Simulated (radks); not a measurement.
Q: The mean radii <r> (bohr) of the occupied orbitals of an atom or ion are listed with their occupations. Method: scalar-relativistic Kohn-Sham, r2SCAN, spin-polarised, spherical densities, finite nucleus; meta-GGA in the generalised Kohn-Sham scheme; Fermi nuclear charge, rms radius of each element as measured or else 0.836 A^(1/3) + 0.57 fm; computed with a radial shooting solver on a logarithmic mesh with Libxc functionals.

| orbital | occ. | <r> |
|---|---|---|
| 1s | 2 | 0.02843 |
| 2s | 2 | 0.1226 |
| 2p | 6 | 0.1071 |
| 3s | 2 | 0.3298 |
| 3p | 6 | 0.3282 |
| 3d | 10 | 0.3054 |
| 4s | 2 | 0.7914 |
| 4p | 6 | 0.8500 |
| 4d | 10 | 0.9991 |

Name the element and its charge. Open shells, if any, are filled with parallel spins first.

A: Z = 51, antimony, charge +5: Sb5+ in [Kr] 4d10. The 1s radius gives Z: for a bare nucleus <r> = (2 gamma + 1)/(2Z) with gamma = sqrt(1 - (Z/c)^2), 0.028 bohr for Z = 51, and screening makes it slightly larger (0.02843 here). The occupations add up to 46, and the charge is Z minus that.
